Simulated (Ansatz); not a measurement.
One change: `[NH2][Ga]([SH])[SH]` becomes `[CH3][Ga]([NH2])[SH]`.

Ansatz, PBE0-D4/def2-TZVP geometries, multiplicity 1. Each molecule was computed in one conformer, which needn't be the lowest.

Scalar relativity is left out up to krypton.

```
                                        property  `[NH2][Ga]([SH])[SH]`
               HOMO energy (PBE/def2-TZVPP) / eV                  -6.00
               LUMO energy (PBE/def2-TZVPP) / eV                  -1.33
         HOMO–LUMO gap (ωB97M-V/def2-TZVPP) / eV                  10.97
           HOMO–LUMO gap (B3LYP/def2-TZVPP) / eV                   6.35
           HOMO energy (ωB97M-V/def2-TZVPP) / eV                  -9.65
size of the dipole moment (B3LYP/def2-TZVPP) / D                   0.55
```

Problem. What does the change do to each property? (Estimate.)

Solution. Computed: 
```
                                        property  `[CH3][Ga]([NH2])[SH]`  shift
               HOMO energy (PBE/def2-TZVPP) / eV                   -5.71   0.29
               LUMO energy (PBE/def2-TZVPP) / eV                   -0.74   0.59
         HOMO–LUMO gap (ωB97M-V/def2-TZVPP) / eV                   10.97   0.00
           HOMO–LUMO gap (B3LYP/def2-TZVPP) / eV                    6.55   0.20
           HOMO energy (ωB97M-V/def2-TZVPP) / eV                   -9.26   0.39
size of the dipole moment (B3LYP/def2-TZVPP) / D                    2.08   1.53
```

With PBE0 the HOMO rises by 0.34 eV and the LUMO rises by 0.47 eV, so the gap widens by about 0.13 eV. PBE moves the HOMO by 0.29 eV and ωB97M-V by 0.39 eV. Dipoles are sizes alone; their direction can turn.

B3LYP here is the variant with VWN-RPA as its local correlation; programs differ in this.
